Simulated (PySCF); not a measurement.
I⁺: ionisation energy

I⁺ [Kr] 4d10 5s2 5p4 [5p1/2^2 5p3/2^2, M_J = 2] → I²⁺ [Kr] 4d10 5s2 5p3 [5p1/2^2 5p3/2^1, M_J = 3/2], as a difference of total energies. Calculation: PySCF 2.14, in x2c-TZVPPall-2c with one added diffuse shell each of s, p, d, f type (9s10p6d3f, 90 functions); the two-component X2C-1e Hamiltonian. Correlated levels: [Kr] frozen; the 8 highest virtual spinors dropped. "Screened" scales the spin-orbit matrix elements by Boettger's factors to mimic the two-electron term; Breit and QED terms are absent.

| method | ionisation energy (eV) |
| --- | --- |
| GHF (screened spin-orbit) | 17.908 |
| GMP2 (screened spin-orbit) | 18.728 |
| GCCSD (screened spin-orbit) | 18.785 |

Problem. How much does correlation contribute at GMP2 (screened spin-orbit)?

Solution. 18.728 − (17.908) = 0.820 eV, measured against GHF (screened spin-orbit).

Errors of the correlated levels include the incompleteness of this basis and the frozen core.

The labels give the starting determinants; with spin-orbit coupling the two ends relaxed to ⟨J²⟩ = 6.03, ⟨L²⟩ = 2.37, ⟨S²⟩ = 1.86 and ⟨J²⟩ = 3.76, ⟨L²⟩ = 0.15, ⟨S²⟩ = 3.60.

For comparison: 19.131 eV (measured; NIST Atomic Spectra Database, ionization energies).
